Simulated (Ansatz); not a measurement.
Ga2As3. The state is a doublet with charge 0. Geometry r2SCAN-D4/def2-SVP; atoms count from 1.

```xyz
5

Ga    1.7953   -1.4580   -0.0817
Ga   -2.0725    0.8437    0.5902
As   -0.6599   -0.8824   -0.7741
As    0.4017    0.3115    1.2470
As    0.5354    1.1852   -0.9814
```

Another isomer (doublet) lies 0.03 eV lower at PBE0-D4/def2-TZVP; other spin states weren't run for this one.

(1) Estimate the Mulliken populations from the PBE0/def2-TZVP orbitals of Ansatz.

(2) Where does the spin sit?

(3) And the Mayer bond orders between heavy atoms (over 0.3)?

## Answers

(1) 
| atom | charge (e) | spin (α − β) |
| --- | --- | --- |
| Ga1 | 0.24 | 0.20 |
| Ga2 | 0.24 | 0.20 |
| As3 | -0.18 | 0.11 |
| As4 | -0.18 | 0.11 |
| As5 | -0.12 | 0.38 |
Mulliken values depend strongly on the basis.

(2) Summed by element: Ga 0.40, As 0.60, of 1 unpaired in all. Largest on single atoms: As5 0.38, Ga2 0.20, Ga1 0.20.

(3) Ga1–As3 0.53 (2.62 Å); Ga1–As4 0.53 (2.62 Å); Ga1–As5 0.33 (3.06 Å); Ga2–As3 0.54 (2.61 Å); Ga2–As4 0.54 (2.61 Å); Ga2–As5 0.33 (3.06 Å); As3–As4 0.92 (2.58 Å); As3–As5 1.12 (2.40 Å); As4–As5 1.12 (2.40 Å).
